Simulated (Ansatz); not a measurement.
Reaction (substitution at a C–C bond): `C[CH2][GeH2][CH3]` + HBr → `[CH3][GeH2][CH2]Br` + CH₄

Computed with Ansatz on PBE0-D4/def2-TZVP structures; ΔE is electronic, products minus reactants. CCSD(T)/CBS adds triple-zeta CCSD(T) − MP2 to the extrapolated MP2 energy (def2 sets, frozen cores). This one scheme is used for every species. Functionals use def2-TZVPP. B3LYP here is the variant with VWN-RPA as its local correlation; programs differ in this. For Br, Ge outer-core shells are correlated without core-valence functions, which leaves a few kJ/mol of doubt a bond. Scalar relativity is left out up to krypton. One conformer a species, not always the lowest.

```json
{"level": "PBE-D4", "ΔE (kcal/mol)": "-0.1", "difference from CCSD(T)/CBS": "-0.3"}
{"level": "r2SCAN-D4", "ΔE (kcal/mol)": "-0.1", "difference from CCSD(T)/CBS": "-0.3"}
{"level": "PBE0-D4", "ΔE (kcal/mol)": "0.6", "difference from CCSD(T)/CBS": "0.4"}
{"level": "B3LYP-D4", "ΔE (kcal/mol)": "-0.4", "difference from CCSD(T)/CBS": "-0.6"}
{"level": "ωB97X-V", "ΔE (kcal/mol)": "0.4", "difference from CCSD(T)/CBS": "0.2"}
{"level": "ωB97M-V", "ΔE (kcal/mol)": "0.3", "difference from CCSD(T)/CBS": "0.1"}
{"level": "B2PLYP", "ΔE (kcal/mol)": "-0.3", "difference from CCSD(T)/CBS": "-0.5"}
{"level": "PBE", "ΔE (kcal/mol)": "-0.1", "difference from CCSD(T)/CBS": "-0.3"}
{"level": "r2SCAN", "ΔE (kcal/mol)": "-0.2", "difference from CCSD(T)/CBS": "-0.4"}
{"level": "PBE0", "ΔE (kcal/mol)": "0.6", "difference from CCSD(T)/CBS": "0.4"}
{"level": "B3LYP", "ΔE (kcal/mol)": "-0.3", "difference from CCSD(T)/CBS": "-0.5"}
{"level": "HF/def2-TZVPP", "ΔE (kcal/mol)": "0.3", "difference from CCSD(T)/CBS": "0.1"}
{"level": "MP2/def2-TZVPP", "ΔE (kcal/mol)": "-0.2", "difference from CCSD(T)/CBS": "-0.4"}
{"level": "SCS-MP2/def2-TZVPP", "ΔE (kcal/mol)": "-0.2", "difference from CCSD(T)/CBS": "-0.4"}
{"level": "CCSD/def2-TZVPP", "ΔE (kcal/mol)": "0.9", "difference from CCSD(T)/CBS": "0.7"}
{"level": "CCSD(T)/def2-TZVPP", "ΔE (kcal/mol)": "0.5", "difference from CCSD(T)/CBS": "0.3"}
{"level": "HF/def2-QZVPP", "ΔE (kcal/mol)": "0.4", "difference from CCSD(T)/CBS": "0.2"}
{"level": "MP2/def2-QZVPP", "ΔE (kcal/mol)": "-0.3", "difference from CCSD(T)/CBS": "-0.5"}
{"level": "SCS-MP2/def2-QZVPP", "ΔE (kcal/mol)": "-0.3", "difference from CCSD(T)/CBS": "-0.5"}
{"level": "HF/CBS(def2)", "ΔE (kcal/mol)": "0.4", "difference from CCSD(T)/CBS": "0.2"}
{"level": "MP2/CBS(def2)", "ΔE (kcal/mol)": "-0.4", "difference from CCSD(T)/CBS": "-0.6"}
{"level": "CCSD/CBS(def2)", "ΔE (kcal/mol)": "0.6", "difference from CCSD(T)/CBS": "0.4"}
{"level": "CCSD(T)/CBS", "ΔE (kcal/mol)": "0.2", "difference from CCSD(T)/CBS": "0"}
```

Largest T1 diagnostic among the species: 0.010.
